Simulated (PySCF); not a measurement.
Structure revision by computed shifts

A compound C₇H₉FO gives the data below (simulated from a calculation) and was assigned the structure `O=C[C@@]12CC[C@@H]1C[C@H]2F`.

$^{13}$C{$^{1}$H} NMR (computed): δ 114.4 (C), 86.1 (C), 80.4 (CH), 50.0 (CH3), 37.5 (CH), 35.9 (CH2), 21.4 (CH2).

$^{1}$H NMR (300 MHz, computed): δ 3.46 (s, 3H), 3.09 (m, 1H), 2.53 (m, 1H), 2.27 (d, 1H), 2.26 (m, 1H), 2.05 (m, 1H), 1.62 (m, 1H).

All values are calculated (PySCF): NMR shieldings at PBE0/pcSseg-1/GIAO, PBE0-D3(BJ)/def2-SVP geometry. No solvent model, one computed conformer, non-relativistic, equivalent nuclei averaged.

Chemical shifts δ = σref − σ; $^{1}$H (31.27 ppm) and $^{13}$C (184.41 ppm) vs TMS, all at this level.

Question: Compare with the shifts computed for the proposed structure, pairing carbons in order of shift.

Answer: Atoms are numbered as in `[O:1]=[CH:2][C@@:3]12[CH2:4][CH2:5][C@@H:6]1[CH2:7][C@H:8]2[F:9]` (H(Xn): hydrogen on atom n).

```tsv
atom	computed for proposal	given list	difference
C2	201.2	114.4	+86.8
C8	94.2	86.1	+8.1
C3	54.6	80.4	-25.8
C7	38.7	50.0	-11.3
C6	35.1	37.5	-2.4
C5	24.3	35.9	-11.6
C4	18.5	21.4	-2.9
```

The rms difference is 34.9 ppm and the largest +86.8 ppm at C2 (aldehyde carbonyl carbon). The carbon types in order of shift don't match either: CH, CH, C, CH2, CH, CH2, CH2 for the proposal against C, C, CH, CH3, CH, CH2, CH2 in the data. The proposal doesn't fit.

Question: Which isomer fits?

Answer: `C#C[C@@H]1CC[C@]1(F)OC`.

1. Carbon types of the structure: 2 × C, 2 × CH, 2 × CH2, 1 × CH3, which accounts for all hydrogens.
2. δC 114.4: fully substituted sp3 carbon bonded to F and O; 2 electronegative neighbours deshield it.
3. δC 86.1: alkyne carbon; sp carbons lie upfield of alkene carbons because the cylindrical π system leaves one tensor component strongly shielded.
4. δC 80.4: terminal alkyne carbon; sp carbons lie upfield of alkene carbons because the cylindrical π system leaves one tensor component strongly shielded.
5. δC 50.0: methyl carbon bonded to O; deshielded by the electronegative neighbour.

Other isomers checked: O=C[C@@]12CC[C@@H]1C[C@@H]2F (rms 35.8 ppm).

The shifts were computed for this structure.

Splittings by $^{19}$F in the carbon and heteronuclear signals aren't shown, as no couplings were computed. Shifts are as computed. Against solution values, carbons near 30 ppm lie about +2 ppm off and those near 130 ppm about +5 ppm. Of 1211 compounds with measured shifts, 218 miss one by over three times the rms of a fit or turn the order of signals round; such compounds aren't used in these exercises. No couplings were computed; multiplicities are counted from neighbouring protons, with m where these are inequivalent, close in shift, in a saturated or five-membered ring or joined by F or P, and br s for small geminal =CH2 splittings.
